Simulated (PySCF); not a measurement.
Magnetic shielding above rings: a mixed set.

Definitions: NICS(0) = −σiso at the ring centroid; NICS(1) = −σiso and NICS(1)zz = −σzz at ±1 Å along the ring normal z. Level: GIAO PBE0/pcSseg-1 (PySCF, non-relativistic, gas phase) on the GFN2-xTB geometries, one conformer each. Atom numbers follow the mapped SMILES.

Question: Order these rings by mean NICS(1)zz, lowest (most negative) first (ppm).
A. ring Si4–C5–C6–Si7–N8 in `[NH2:1][SiH2:2][O:3][Si@@H:4]1[CH:5]=[CH:6][SiH2:7][NH:8]1`
B. ring C2–C3–N4–Si5 in `[CH2:1]=[C:2]1[CH2:3][NH:4][Si@H:5]1[NH2:6]`
C. ring C5–C6–C7–C8–N9 in `[CH3:1][S:2](=[O:3])(=[O:4])[c:5]1[cH:6][cH:7][cH:8][n-:9]1` (charge -1)
D. ring C5–C6–C7–C8–C9–C10 in `[CH3:1][O:2][Si@H:3]([F:4])[c:5]1[cH:6][cH:7][cH:8][cH:9][cH:10]1`
E. ring C3–C4–Si5–Si6–Si7 in `[O:1]=[CH:2][C@@H:3]1[CH2:4][SiH2:5][SiH2:6][SiH2:7]1`
F. ring Si3–C4–C5–N6 in `[CH3:1][NH:2][Si@@H:3]1[CH2:4][CH:5]=[N:6]1`

Answer: C (-32.0), D (-29.1), E (-4.3), A (-1.6), B (-0.6), F (2.8).

```csv
SMILES,ring,NICS(0),NICS(1),NICS(1)zz,HOMA,rms pucker (Å),ring atoms with four or more neighbours
CS(=O)(=O)c1ccc[n-]1,5-membered ring with N; formal bonds all aromatic,-13.8,-12.3,-32.0,0.99,0.00,0
CO[Si@H](F)c1ccccc1,6-membered carbocycle; formal bonds all aromatic,-8.2,-11.6,-29.1,1.00,0.00,0
O=C[C@@H]1C[SiH2][SiH2][SiH2]1,5-membered ring with 3 Si; formal bonds all single,-4.3,-3.8,-4.3,–,0.25,5
N[SiH2]O[Si@@H]1C=C[SiH2]N1,"5-membered ring with N and 2 Si; formal bonds 1 double, 4 single",-3.4,-3.0,-1.6,–,0.01,2
C=C1CN[Si@H]1N,4-membered ring with N and Si; formal bonds all single,-2.4,-1.6,-0.6,–,0.05,2
CN[Si@@H]1CC=N1,"4-membered ring with N and Si; formal bonds 1 double, 3 single",6.8,-2.6,2.8,–,0.01,2
```

NICS(0) gives the same order. The isotropic NICS(1) gives another order. HOMA uses Krygowski's 1993 parameters; it is left out where a ring has a four-coordinate atom, a triple bond, no multiple bond or a kind of bond without parameters. NICS(1) and NICS(1)zz are means over the two faces.
